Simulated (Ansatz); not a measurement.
Input and output for C₂H₆BCl₂N (`CN(C)B(Cl)Cl`).

```yaml
crystal:
  periodic: [false, false, false]
  atoms:
    - {symbol: C, position_ang: [-1.271289, -0.447161, 0.237655]}
    - {symbol: N, position_ang: [0.025052, 0.125611, -0.056696]}
    - {symbol: C, position_ang: [1.113455, -0.754504, 0.312063]}
    - {symbol: B, position_ang: [0.204279, 1.377925, -0.627995]}
    - {symbol: Cl, position_ang: [1.815343, 2.025360, -0.964329]}
    - {symbol: Cl, position_ang: [-1.166478, 2.409561, -1.057612]}
    - {symbol: H, position_ang: [-1.400747, -1.389748, -0.304735]}
    - {symbol: H, position_ang: [-1.356759, -0.660271, 1.308492]}
    - {symbol: H, position_ang: [-2.067387, 0.234445, -0.048851]}
    - {symbol: H, position_ang: [1.031951, -1.704006, -0.227574]}
    - {symbol: H, position_ang: [1.077360, -0.972546, 1.384714]}
    - {symbol: H, position_ang: [2.072221, -0.299765, 0.078766]}
basis:
  gaussian: {orbitals: def2-SVPD}
hamiltonian: {xc: {name: B2PLYP}}
```

```sh
$ ansatz run in.yaml --threads 4 --pin off --events-out ev --progress --plain --max-ram 11315MiB
```

Shortened log:

```
Functional definition: B2PLYP
1763 factors; integrals over basis functions are off by at most 9.8e-4 eV
mean field evaluation 1: about -29352.9143 eV, gradient 3.7e1 eV
mean field evaluation 2: about -29353.1128 eV, gradient 3.7e1 eV
mean field evaluation 4: about -29356.3268 eV, gradient 5.8e0 eV
mean field evaluation 8: about -29356.3987 eV, gradient 4.0e-1 eV
mean field evaluation 16: about -29356.3991 eV, gradient 9.0e-5 eV
mean field -29356.39906185 eV, -1078.8277670410 hartree, gradient 5.3e-6 eV, S^2 0.000000; 0 other end points of the search recorded, 0 dependent functions left out
14 core orbitals not correlated: weight in the atoms' cores, before any rotation towards them, 1.000 or more for the frozen orbitals, at most 0.000 for the correlated occupied ones
reference -29356.39924126 eV, -1078.8277736341 hartree; 18, 18 occupied and 150, 150 virtual orbitals, 1763 factors
second order -28.58619146 eV of doubles, -0.00000000 eV of singles
Total energy: -29364.11751295 eV, -1079.1114148872 hartree
```

It took 5.5 s on 4 threads of an Arm Neoverse V2 on a shared host, with 0.59 GiB of host memory at the peak.
